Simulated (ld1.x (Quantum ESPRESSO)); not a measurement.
Which change was made? (In, TM)

In, norm-conserving Troullier–Martins (Kleinman–Bylander form), made with ld1.x (Quantum ESPRESSO) 7.5 (PBE, scalar-relativistic). Core [Kr] 4d10, reference 5s2 5p0.5 (charge +0.5). Waves: 5s (bound): rc 1.55 bohr; 5p (bound): rc 2.85 bohr; 5d channel at 0.05 Ry: rc 2.30 bohr. Local part: the d channel. Core correction: none.

Cutoffs, loose and tight: the cutoffs (Ry, on a coarse ladder) from which the occupation-weighted sum of valence levels, in a spherical-Bessel basis at the reference potential, stays within 10 and 1 mRy of its value at 400 Ry. They do not see the model core or the augmentation charge, which bear on the density cutoff. Test errors are all-electron minus pseudo excitation energies from the reference, over the configurations 5s2 5p1; 5s2 5p0; 5s1 5p0; 5s1 5p1; 5s1 5p2; 5s0 5p3; 5s2 5p1.3; variants that change the core or the reference have their own tests. The largest error is taken over the tests solved by every variant that gives reliable tests at all, those not shown here included: 5s0 5p3; 5s1 5p1; 5s2 5p0; 5s2 5p1; 5s2 5p1.3.

The base gives: outcome: generated; cutoff, loose: 35 Ry; cutoff, tight: 120 Ry; bound ghosts: s, p; largest test error (meV): +195.

(1) After one change the result is: outcome: generated; cutoff, loose: 21 Ry; cutoff, tight: 50 Ry; bound ghosts: s, p; largest test error (meV): +164. Which change was it?
A. wave 5s (bound): rc 1.55 bohr becomes 5s (bound): rc 1.74 bohr
B. reference 5s1 5p2
C. core correction a·sin(br)/r model core inside 1.24 bohr
D. all radii scaled by about 1.13 (s 1.76, p 3.22, d 2.60 bohr)
E. wave 5d channel at 0.05 Ry: rc 2.30 bohr becomes 5d channel at 0.05 Ry: rc 3.34 bohr

Results:

(1) D. The others give: wave 5d channel at 0.05 Ry: rc 2.30 bohr becomes 5d channel at 0.05 Ry: rc 3.34 bohr → outcome: generated; cutoff, loose: 35 Ry; cutoff, tight: 140 Ry; bound ghosts: s; largest test error (meV): +206 | core correction a·sin(br)/r model core inside 1.24 bohr → outcome: generated; cutoff, loose: 35 Ry; cutoff, tight: 120 Ry; bound ghosts: s, p; largest test error (meV): -99 | reference 5s1 5p2 → outcome: generated; cutoff, loose: 30 Ry; cutoff, tight: 90 Ry; bound ghosts: s, p; largest test error (meV): +115 | wave 5s (bound): rc 1.55 bohr becomes 5s (bound): rc 1.74 bohr → outcome: generated; cutoff, loose: 25 Ry; cutoff, tight: 50 Ry; bound ghosts: s, p; largest test error (meV): +156.
